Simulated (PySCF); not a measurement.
Species: C5H6N2S.
Structure used (GFN2-xTB), in Å, numbered top down from 1:
```xyz
14
C5H6N2S angstrom
C     -2.379    0.174   -0.148
C     -1.299   -0.572   -0.277
C     -0.204   -0.662    0.746
C      1.081   -0.195    0.147
C      1.434    1.148   -0.128
N      2.611    1.267   -0.691
S      3.256   -0.212   -0.878
N      2.020   -1.038   -0.230
H     -2.553    0.776    0.730
H     -3.141    0.210   -0.907
H     -1.141   -1.168   -1.166
H     -0.079   -1.701    1.061
H     -0.449   -0.047    1.614
H      0.843    2.020    0.081
```

Computed with wB97X-D/def2-SVPD in PySCF (dipole) on a GFN2-xTB geometry, gas phase.

Masses are those of the commonest isotopes; rigid-rotor values at the optimised geometry. The values belong to one conformer with, in the numbering `[CH2:1]=[CH:2][CH2:3][c:4]1[cH:5][n:6][s:7][n:8]1`, C1–C2–C3–C4 -119°, C2–C3–C4–C5 74°.

(1) What are A, B and C (cm⁻¹)?

(2) What kind of rotor is it?

(3) What does the inertial defect say?

(4) Give the other two planar moments, Paa and Pbb, and the rms extents of the mass along the axes.

(5) Which lines would a microwave search look for?

## Answers

(1) Ia = 96.69, Ib = 506.16, Ic = 555.57 u·Å²; 505379 MHz·u·Å²/I gives 5227, 998.5 and 909.7 MHz, that is A = 0.17435, B = 0.03331, C = 0.03034 cm⁻¹.

(2) A near-prolate asymmetric top. Ray's parameter κ = (2B − A − C)/(A − C) = -0.959; −1 is the prolate and +1 the oblate limit.

(3) Not planar: Δ = Ic − Ia − Ib = -47.27 u·Å². For a rigid frame Δ = −2 Σ m c², so Σ m c² = 23.64 u·Å² lies off the ab plane: 7.50 from hydrogen and 16.14 from heavier atoms. The atom farthest from that plane is 1.60 Å away.

(4) Paa = Σ m a² = (Ib + Ic − Ia)/2 = 482.52 and Pbb = Σ m b² = (Ia + Ic − Ib)/2 = 73.05 u·Å². With the mass M = 126.03 u, the rms extents √(P/M) along a, b and c are 1.96, 0.76, 0.43 Å.

(5) The dipole components are |μa| = 1.88 D, |μb| = 0.25 D, |μc| = 0.51 D. Intensities carry the squares of the components, which stand as 1.00 : 0.02 : 0.07 (a : b : c). Some lines, for components of 0.1 D or more:

```json
{"type": "a", "branch": "R", "J(Ka,Kc)": "1(0,1) ← 0(0,0)", "MHz": "1908", "lower level (cm⁻¹)": "0.000"}
{"type": "a", "branch": "R", "J(Ka,Kc)": "2(1,2) ← 1(1,1)", "MHz": "3727", "lower level (cm⁻¹)": "0.205"}
{"type": "a", "branch": "R", "J(Ka,Kc)": "2(0,2) ← 1(0,1)", "MHz": "3815", "lower level (cm⁻¹)": "0.064"}
{"type": "a", "branch": "R", "J(Ka,Kc)": "2(1,1) ← 1(1,0)", "MHz": "3905", "lower level (cm⁻¹)": "0.208"}
{"type": "c", "branch": "Q", "J(Ka,Kc)": "2(1,2) ← 2(0,2)", "MHz": "4141", "lower level (cm⁻¹)": "0.191"}
{"type": "c", "branch": "Q", "J(Ka,Kc)": "1(1,1) ← 1(0,1)", "MHz": "4228", "lower level (cm⁻¹)": "0.064"}
{"type": "b", "branch": "Q", "J(Ka,Kc)": "1(1,0) ← 1(0,1)", "MHz": "4317", "lower level (cm⁻¹)": "0.064"}
{"type": "b", "branch": "Q", "J(Ka,Kc)": "2(1,1) ← 2(0,2)", "MHz": "4407", "lower level (cm⁻¹)": "0.191"}
{"type": "b", "branch": "R", "J(Ka,Kc)": "1(1,1) ← 0(0,0)", "MHz": "6137", "lower level (cm⁻¹)": "0.000"}
{"type": "c", "branch": "R", "J(Ka,Kc)": "1(1,0) ← 0(0,0)", "MHz": "6225", "lower level (cm⁻¹)": "0.000"}
{"type": "b", "branch": "R", "J(Ka,Kc)": "2(1,2) ← 1(0,1)", "MHz": "7956", "lower level (cm⁻¹)": "0.064"}
{"type": "c", "branch": "R", "J(Ka,Kc)": "2(1,1) ← 1(0,1)", "MHz": "8222", "lower level (cm⁻¹)": "0.064"}
{"type": "c", "branch": "Q", "J(Ka,Kc)": "2(2,1) ← 2(1,1)", "MHz": "12685", "lower level (cm⁻¹)": "0.338"}
{"type": "b", "branch": "Q", "J(Ka,Kc)": "2(2,0) ← 2(1,1)", "MHz": "12687", "lower level (cm⁻¹)": "0.338"}
{"type": "b", "branch": "Q", "J(Ka,Kc)": "2(2,1) ← 2(1,2)", "MHz": "12952", "lower level (cm⁻¹)": "0.329"}
{"type": "b", "branch": "R", "J(Ka,Kc)": "2(2,1) ← 1(1,0)", "MHz": "16590", "lower level (cm⁻¹)": "0.208"}
{"type": "c", "branch": "R", "J(Ka,Kc)": "2(2,0) ← 1(1,0)", "MHz": "16592", "lower level (cm⁻¹)": "0.208"}
{"type": "c", "branch": "R", "J(Ka,Kc)": "2(2,1) ← 1(1,1)", "MHz": "16679", "lower level (cm⁻¹)": "0.205"}
{"type": "b", "branch": "R", "J(Ka,Kc)": "2(2,0) ← 1(1,1)", "MHz": "16680", "lower level (cm⁻¹)": "0.205"}
```

Not checked by GFN2-xTB frequencies. Constants of a rigid frame at the computed geometry: no zero-point averaging, no centrifugal distortion. Quadrupole hyperfine structure (14N) is left out.
